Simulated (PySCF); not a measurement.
Si(H)(OMe)(OEt)(NMe2) (C₅H₁₅NO₂Si), SMILES CCO[SiH](OC)N(C)C. Atoms are numbered in the order given.

```xyz
24

Si    -0.5278     0.4267    -0.3614
O     -0.8205     1.6925     0.6655
C     -0.1194     2.9170     0.6609
O      1.1335     0.3114    -0.3813
C      1.8482    -0.6852    -1.0927
C      3.2643    -0.7592    -0.5635
N     -1.2280    -1.0263     0.2239
C     -2.4619    -1.5887    -0.2761
C     -0.7647    -1.6018     1.4704
H     -1.0898     0.6714    -1.7205
H      0.9733     2.7590     0.6591
H     -0.3832     3.5347    -0.2184
H     -0.3928     3.4819     1.5660
H      1.3438    -1.6667    -0.9869
H      1.8574    -0.4427    -2.1743
H      3.2637    -1.0249     0.5050
H      3.7646     0.2155    -0.6714
H      3.8480    -1.5148    -1.1121
H     -2.7446    -1.1134    -1.2282
H     -3.3046    -1.4523     0.4322
H     -2.3602    -2.6762    -0.4606
H     -1.4874    -1.4511     2.2975
H     -0.5969    -2.6919     1.3683
H      0.1904    -1.1412     1.7684
```
Charge 0, spin multiplicity 1.

Geometry: r2SCAN-D4/def2-SVP. Other conformers were not sampled.

These are B3LYP/pcSseg-1 (PySCF) values and carry that method's errors.

GIAO shieldings, no solvent; atoms listed in one row are averaged. δ = σ(ref) − σ: ²⁹Si against TMS (σ = 338.7 ppm); ¹⁷O against H2O (σ = 333.8 ppm); ¹³C against TMS (σ = 181.3 ppm); ¹⁵N against NH3 (σ = 265.5 ppm); ¹H against TMS (σ = 31.68 ppm), references at their B3LYP-D3(BJ)/def2-TZVP geometries, non-relativistic.

**Question.** Estimate the chemical shifts. (Estimate from the structure and the level; the computed values follow.)

**Answer.** 
```json
[
 {"nucleus": "²⁹Si", "atoms": "Si1", "count": "1", "δ (ppm)": "-45.8"},
 {"nucleus": "¹⁷O", "atoms": "O4", "count": "1", "δ (ppm)": "66.1"},
 {"nucleus": "¹⁷O", "atoms": "O2", "count": "1", "δ (ppm)": "37.6"},
 {"nucleus": "¹³C", "atoms": "C5", "count": "1", "δ (ppm)": "63.5"},
 {"nucleus": "¹³C", "atoms": "C3", "count": "1", "δ (ppm)": "55.2"},
 {"nucleus": "¹³C", "atoms": "C8", "count": "1", "δ (ppm)": "40.5"},
 {"nucleus": "¹³C", "atoms": "C9", "count": "1", "δ (ppm)": "38.8"},
 {"nucleus": "¹³C", "atoms": "C6", "count": "1", "δ (ppm)": "22.7"},
 {"nucleus": "¹⁵N", "atoms": "N7", "count": "1", "δ (ppm)": "43.5"},
 {"nucleus": "¹H", "atoms": "H10", "count": "1", "δ (ppm)": "4.60"},
 {"nucleus": "¹H", "atoms": "H11, H12, H13", "count": "3", "δ (ppm)": "3.95"},
 {"nucleus": "¹H", "atoms": "H14, H15", "count": "2", "δ (ppm)": "3.91"},
 {"nucleus": "¹H", "atoms": "H19, H20, H21, H22, H23, H24", "count": "6", "δ (ppm)": "2.82"},
 {"nucleus": "¹H", "atoms": "H16, H17, H18", "count": "3", "δ (ppm)": "1.57"}
]
```
